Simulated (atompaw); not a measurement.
**How hard is this Mo (Z = 42) PAW (atompaw) potential?**

atompaw 4.2.0.5 input, output lines left out:

```
Mo 42
GGA-PBE scalarrelativistic loggrid 1500 logderivrange -7 5 301
5 5 4 0 0 0
5 0 0.5
5 1 0
4 2 5
0 0 0
c
c
c
v
v
c
c
v
v
c
v
2
2.50 2.15 2.40 1.40
n
n
y
2.85
n
custom rrkj vanderbiltortho gaussian
bessel
1.25
2.50
1.35
2.50
2.50
2.40
```

The pseudo-atom Hamiltonian at the reference potential is diagonalised in spherical Bessel functions j_l(qr) that vanish at 20 bohr, with q² up to the cutoff. All-electron valence levels (Ry): 4s -4.9659, 5s -0.5041, 4p -3.0665, 5p -0.2467, 4d -0.5100.

Q: How do the lowest levels (Ry) of each channel move with the cutoff, and are there ghosts?

A:

```json
{"cutoff (Ry)": "8", "s #1": "-4.7067", "s #2": "-0.5039", "p #1": "-0.2475", "p #2": "-0.0382", "d #1": "-0.3432", "f #1": "0.0283", "f #2": "0.1325", "Σ f·Δε (mRy)": "18266.6"}
{"cutoff (Ry)": "12", "s #1": "-4.9314", "s #2": "-0.5041", "p #1": "-2.1036", "p #2": "-0.2467", "d #1": "-0.4982", "f #1": "0.0283", "f #2": "0.1325", "Σ f·Δε (mRy)": "5905.5"}
{"cutoff (Ry)": "21", "s #1": "-4.9639", "s #2": "-0.5041", "p #1": "-2.9648", "p #2": "-0.2467", "d #1": "-0.5098", "f #1": "0.0283", "f #2": "0.1325", "Σ f·Δε (mRy)": "615.4"}
{"cutoff (Ry)": "30", "s #1": "-4.9645", "s #2": "-0.5041", "p #1": "-3.0539", "p #2": "-0.2467", "d #1": "-0.5100", "f #1": "0.0283", "f #2": "0.1325", "Σ f·Δε (mRy)": "78.2"}
{"cutoff (Ry)": "45", "s #1": "-4.9655", "s #2": "-0.5042", "p #1": "-3.0660", "p #2": "-0.2467", "d #1": "-0.5101", "f #1": "0.0283", "f #2": "0.1325", "Σ f·Δε (mRy)": "3.5"}
{"cutoff (Ry)": "55", "s #1": "-4.9657", "s #2": "-0.5042", "p #1": "-3.0662", "p #2": "-0.2467", "d #1": "-0.5101", "f #1": "0.0283", "f #2": "0.1325", "Σ f·Δε (mRy)": "2.0"}
{"cutoff (Ry)": "80", "s #1": "-4.9658", "s #2": "-0.5042", "p #1": "-3.0664", "p #2": "-0.2467", "d #1": "-0.5101", "f #1": "0.0283", "f #2": "0.1325", "Σ f·Δε (mRy)": "0.8"}
{"cutoff (Ry)": "100", "s #1": "-4.9659", "s #2": "-0.5042", "p #1": "-3.0664", "p #2": "-0.2467", "d #1": "-0.5101", "f #1": "0.0283", "f #2": "0.1325", "Σ f·Δε (mRy)": "0.4"}
{"cutoff (Ry)": "400", "s #1": "-4.9660", "s #2": "-0.5042", "p #1": "-3.0665", "p #2": "-0.2467", "d #1": "-0.5101", "f #1": "0.0283", "f #2": "0.1325", "Σ f·Δε (mRy)": "0.0"}
```

Result: no extra level below or beside the all-electron valence levels (s, p, d, f tested); 10 mRy is reached at 45 Ry and 1 mRy at 80 Ry.
